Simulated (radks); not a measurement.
Q: The mean radii <r> (bohr) of the occupied orbitals of an atom or ion are listed with their occupations. Calculated with a radial shooting solver on a logarithmic mesh with Libxc functionals: Dirac Kohn-Sham, PBE, spin-unpolarised, spherical densities, point nucleus.

| orbital | occ. | <r> |
|---|---|---|
| 1s1/2 | 2 | 0.03916 |
| 2s1/2 | 2 | 0.1722 |
| 2p1/2 | 2 | 0.1475 |
| 2p3/2 | 4 | 0.1516 |
| 3s1/2 | 2 | 0.4912 |
| 3p1/2 | 2 | 0.4904 |
| 3p3/2 | 4 | 0.5007 |
| 3d3/2 | 4 | 0.4932 |
| 3d5/2 | 6 | 0.4968 |
| 4s1/2 | 1 | 1.275 |
| 4p1/2 | 2 | 1.390 |
| 4p3/2 | 2 | 1.413 |
| 5p1/2 | 1 | 3.110 |

Name the element and its charge. Open shells, if any, fill j = l - 1/2 first.

A: Z = 38, strontium, charge +4: Sr4+ in [Ar] 3d10 4s1 4p4 5p1. The 1s radius gives Z: for a bare nucleus <r> = (2 gamma + 1)/(2Z) with gamma = sqrt(1 - (Z/c)^2), 0.03844 bohr for Z = 38, and screening makes it slightly larger (0.03916 here). The occupations add up to 34, and the charge is Z minus that.
